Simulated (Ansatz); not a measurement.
**What each rung costs, and what it gives**

Saddle point of SiH2F4, singlet (SiF₄ ([F][Si]([F])([F])[F]) + H₂ → SiHF₃ ([F][SiH]([F])[F]) + HF; bonds formed: Si1–H7, F2–H6; bonds broken: Si1–F2, H6–H7), PBE0-D4/def2-TZVP structure:

Si1  (-0.342, 0.208, -0.016)
F2  (1.035, -0.342, 1.097)
F3  (-1.155, 0.340, -1.376)
F4  (-0.017, 1.710, 0.302)
F5  (-1.392, -0.506, 0.908)
H6  (1.157, -0.719, -0.006)
H7  (0.714, -0.692, -0.910)
(Å)

Barriers are electronic and count from the start structure reached by relaxing down the imaginary mode.

Computed with Ansatz 0.2.0 (basis: as named in each row); correlated methods freeze the cores. B3LYP uses VWN-RPA correlation. Extrapolation: Hartree–Fock as exp(−7.88 √X), correlation as X^−2.97.

Times are rough, for one single point on 4 threads of a shared host (Intel Xeon).

The estimate by CCSD(T) at an estimated basis limit (MP2 extrapolated from triple and quadruple zeta, plus CCSD(T) − MP2 in triple zeta) is 63.31 kcal/mol.

| method | basis | time (s) | barrier (kcal/mol) | method less estimate |
| --- | --- | --- | --- | --- |
| HF | STO-3G | under 1 | 89.18 | 25.87 |
| PBE-D4 | STO-3G | under 1 | 45.92 | -17.40 |
| SPW92 | def2-SVP | under 1 | 35.59 | -27.72 |
| PBE-D4 | def2-SVP | under 1 | 44.85 | -18.47 |
| B3LYP-D4 | 6-31G | 1 | 53.14 | -10.17 |
| PBE0-D4 | def2-SVP | 1 | 49.64 | -13.67 |
| SPW92 | def2-TZVPP | 2 | 42.81 | -20.50 |
| PBE-D4 | def2-TZVPP | 2 | 52.59 | -10.73 |
| BLYP-D4 | def2-TZVPP | 3 | 58.67 | -4.64 |
| BHLYP-D4 | def2-TZVPP | 3 | 66.19 | 2.88 |
| PBE0-D4 | def2-TZVPP | 4 | 57.14 | -6.17 |
| B3LYP-D4 | def2-TZVPP | 4 | 61.35 | -1.96 |
| CAM-B3LYP-D4 | def2-TZVPP | 4 | 60.68 | -2.64 |
| wB97M-V | def2-SVP | 4 | 51.00 | -12.32 |
| CCSD(T) | def2-SVP | 4 | 59.27 | -4.04 |
| r2SCAN-D4 | def2-TZVPP | 4 | 57.26 | -6.06 |
| r2SCAN0-D4 | def2-TZVPP | 5 | 60.16 | -3.15 |
| RPA on PBE | def2-TZVPP | 5 | 63.13 | -0.18 |
| B2PLYP | def2-TZVPP | 6 | 62.63 | -0.68 |
| PBE-QIDH | def2-TZVPP | 6 | 61.08 | -2.24 |
| wB97X-V | def2-TZVPP | 8 | 60.21 | -3.11 |
| B97M-V | def2-TZVPP | 9 | 61.09 | -2.22 |
| wB97M-V | def2-TZVPP | 9 | 59.84 | -3.47 |
| MP2 | def2-QZVPP | 20 | 63.21 | -0.10 |
| CCSD(T) | def2-TZVPP | 81 | 63.51 | 0.20 |

All methods are single points on the PBE0-D4 structures.

No T1 diagnostic of these runs exceeds 0.013.

Labels in which every atom is bracketed show which atoms are joined, not bond orders.
